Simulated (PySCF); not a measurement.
A structure optimised at PBE0-D3(BJ)/def2-SVP, used in a PySCF frequency run:

```
C
F 1 1.3429
F 1 1.3429 2 106.68
F 1 1.3506 2 106.73 3 -113.82
Ga 1 2.0222 2 113.53 3 125.80
H 5 1.5624 1 117.32 2 -151.94
H 5 1.5624 6 125.33 1 178.04
```
Charge 0, spin multiplicity 1.

Problem. Write its SMILES, formula and point group.

Solution. F[C](F)(F)[GaH2], CH2F3Ga, Cs

Problem. What are its rotational constants (standard atomic weights)?

Solution. 5.4711, 1.9372, 1.9109 GHz
